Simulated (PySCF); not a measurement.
Atom-mapped SMILES (the numbers label the heavy atoms): `[O:1]=[C:2]([OH:3])[CH2:4][SiH2:5][F:6]`. Hydrogens are named by the atom that carries them.

In vacuum, one conformer, one averaged value for each set of equivalent atoms, relativity neglected. GFN2-xTB geometry; NMR shieldings at PBE0/pcSseg-1/GIAO; PySCF 2.14.

Chemical shifts δ = σref − σ; ¹³C, ¹H, ²⁹Si vs TMS; ¹⁷O vs H2O; CFCl3 for ¹⁹F, all at this level.

| atoms | nucleus | count | δ (ppm) |
| --- | --- | --- | --- |
| F6 | ¹⁹F | 1 | -218.4 |
| C2 | ¹³C | 1 | 173.4 |
| H(Si5) | ¹H | 2 | 5.35 |
| H(O3) | ¹H | 1 | 5.91 |
| Si5 | ²⁹Si | 1 | ? |
| C4 | ¹³C | 1 | 27.1 |
| O1 | ¹⁷O | 1 | ? |
| H(C4) | ¹H | 2 | ? |
| O3 | ¹⁷O | 1 | 216.4 |

Q: Complete the table.

A: 
- H(C4): 2.55 ppm, hydrogen on an sp3 CH2 bonded to Si, α to a carbonyl; α to C=O
- O1: 448.9 ppm, carbonyl oxygen
- Si5: 8.3 ppm, silicon bonded to C, F, 2 H

OH/NH shifts are gas-phase values; hydrogen bonding in solution moves them, usually downfield. Shifts are as computed. Against solution values, carbons near 30 ppm lie about +3 ppm off and those near 130 ppm about +5 ppm. Of 1211 compounds with measured shifts, 218 miss one by over three times the rms of a fit or turn the order of signals round; such compounds aren't used in these exercises. In solution the two oxygens of a carboxylic acid exchange roles by proton transfer and give one 17O line. Hydrogen bonding in solution shields acid and N–H amide carbonyl oxygens by tens of ppm. Hydrogen bonding in solution deshields acid and N–H amide carbonyl carbons by as much as 10 ppm beyond these values. Unscaled 19F shifts against computed CFCl3 carry errors that often reach 10 to 50 ppm. Unscaled 17O shifts of doubly bonded oxygen tend to come out too high, by tens of ppm or more. Experimental scales use liquid or dissolved standards, which lie at an offset from isolated H2O (liquid H2O: subtract about 36 ppm).
